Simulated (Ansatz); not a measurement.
`N[AsH][SiH3]` and `C[AsH][SiH3]` differ in one atom or group.

Ansatz, PBE0-D4/def2-TZVP geometries, multiplicity 1. Each molecule was computed in one conformer, which needn't be the lowest.

Scalar relativity is left out up to krypton.

```tsv
property	`N[AsH][SiH3]`
HOMO energy (PBE0/def2-TZVPP) / eV	-7.13
HOMO–LUMO gap (B3LYP/def2-TZVPP) / eV	6.35
HOMO–LUMO gap (ωB97M-V/def2-TZVPP) / eV	10.63
LUMO energy (PBE/def2-TZVPP) / eV	-1.18
HOMO–LUMO gap (PBE0/def2-TZVPP) / eV	6.79
HOMO–LUMO gap (PBE/def2-TZVPP) / eV	4.78
```

**Question.** Give the same properties after the change, and the shifts. (Best estimate.)

**Answer.** Computed: 
```tsv
property	`C[AsH][SiH3]`	shift
HOMO energy (PBE0/def2-TZVPP) / eV	-7.04	0.09
HOMO–LUMO gap (B3LYP/def2-TZVPP) / eV	6.72	0.37
HOMO–LUMO gap (ωB97M-V/def2-TZVPP) / eV	10.87	0.24
LUMO energy (PBE/def2-TZVPP) / eV	-0.71	0.47
HOMO–LUMO gap (PBE0/def2-TZVPP) / eV	7.13	0.34
HOMO–LUMO gap (PBE/def2-TZVPP) / eV	5.29	0.51
```

With PBE0 the HOMO rises by 0.09 eV and the LUMO rises by 0.42 eV, so the gap widens by about 0.33 eV. PBE moves the HOMO by -0.04 eV and ωB97M-V by 0.10 eV. The zero-point energy changes by 28.4 kJ/mol with +3 modes.

B3LYP here is the variant with VWN-RPA as its local correlation; programs differ in this.
